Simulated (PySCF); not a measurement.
Mo(S)2(OH)(Me) (CH₄MoOS₂), SMILES [CH3][Mo]([OH])(=[S])=[S], multiplicity 1.

The structure is a stationary point at B3LYP-D3(BJ)/def2-SVP. The multiplicity is an assumed one; other spin states were not compared. The def2 effective core potentials stand for the cores of Mo; spin–orbit coupling is left out. One conformer was computed; it need not be the lowest.

Two levels are set side by side: TDDFT-PBE/def2-SVPD (PySCF) and TDDFT-CAM-B3LYP/def2-SVPD (PySCF). Vertical, same geometry. The lowest singlet is HOMO→LUMO+1 67 %, HOMO→LUMO 32 % with PBE and HOMO→LUMO 89 % with the other functional; states are paired by order. Differences are taken from unrounded values.

```json
[
 {"quantity": "lowest singlet excitation (eV)", "TDDFT-CAM-B3LYP": "2.51", "TDDFT-PBE": "2.52", "TDDFT-PBE minus TDDFT-CAM-B3LYP": "0.01"},
 {"quantity": "lowest triplet excitation (TDA) (eV)", "TDDFT-CAM-B3LYP": "2.23", "TDDFT-PBE": "2.17", "TDDFT-PBE minus TDDFT-CAM-B3LYP": "-0.07"}
]
```

Rough cost on one machine, each run with all the roots and properties that it gave: TDDFT-CAM-B3LYP against TDDFT-PBE about 7 times.
